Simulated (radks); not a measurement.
Question: Coherent X-ray form factor from a spherical all-electron density. All-electron calculation, non-relativistic Kohn-Sham, LDA (Slater exchange, Perdew-Wang correlation), spin-unpolarised, spherical densities, point nucleus. Program: a radial shooting solver on a logarithmic mesh with Libxc functionals.

| sin(theta)/lambda (1/angstrom) | f0 (electrons) |
|---|---|
| 0.05 | 8.932 |
| 0.1 | 8.731 |
| 0.15 | 8.413 |
| 0.2 | 7.997 |
| 0.25 | 7.509 |
| 0.3 | 6.975 |
| 0.4 | 5.867 |
| 0.5 | 4.828 |
| 0.6 | 3.944 |
| 0.8 | 2.707 |
| 1 | 2.026 |
| 1.25 | 1.605 |
| 1.5 | 1.388 |
| 2 | 1.115 |

The species is in the configuration that NIST lists as its ground one. Which atom or ion scatters so?

Answer: The magnesium ion Mg3+, [He] 2s2 2p5. Extrapolating in s^2 from the first two rows gives f0(0) = 9.0, near the electron count 9; among species with that count, the fall with angle is slower the higher Z, and the table is that of Z = 12; from so few rows the species is fixed only to a neighbour or two.
